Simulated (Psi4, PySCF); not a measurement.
Donor–acceptor adduct: BH3 (SMILES B) (first 4 atoms) with CH4O (SMILES CO); geometry from B3LYP-D3(BJ)/def2-TZVP, rigid monomers moved along the line of their centres of mass till B1···O6 is 1.91 Å.
(charge 0, multiplicity 1):
```xyz
10

B      0.03137    -0.00975     0.78309
H     -0.32619     1.12449     0.61055
H     -0.60365    -0.85137     0.20429
H      1.22842    -0.17276     0.77164
C      0.27988     0.52906     3.60352
O     -0.40754    -0.28189     2.62613
H     -0.07636     0.26385     4.59752
H      0.02158     1.55693     3.36939
H      1.35701     0.38925     3.51560
H     -0.26631    -1.21912     2.80877
```

Interaction energies are E(AB) − E(A) − E(B) at the monomers' geometry in the complex; basis-set methods are counterpoise corrected. Rows marked so take none.

Cores are frozen in the correlated methods. Rows in 6-31G* carry no dispersion term and start afresh at each structure (6-31G* with six Cartesian d functions). MP2/6-31G* freezes PySCF's default core.

Run with Psi4 for SAPT; PySCF for 6-31G* rows. 

Predict the interaction energy from SAPT0/jun-cc-pV(D+d)Z.

-23.3 kcal/mol

What interaction energy does M06-2X/6-31G* (no counterpoise) give?

-29.2 kcal/mol

Estimate the interaction energy that MP2/6-31G* (no counterpoise) returns for this input.

-28.0 kcal/mol
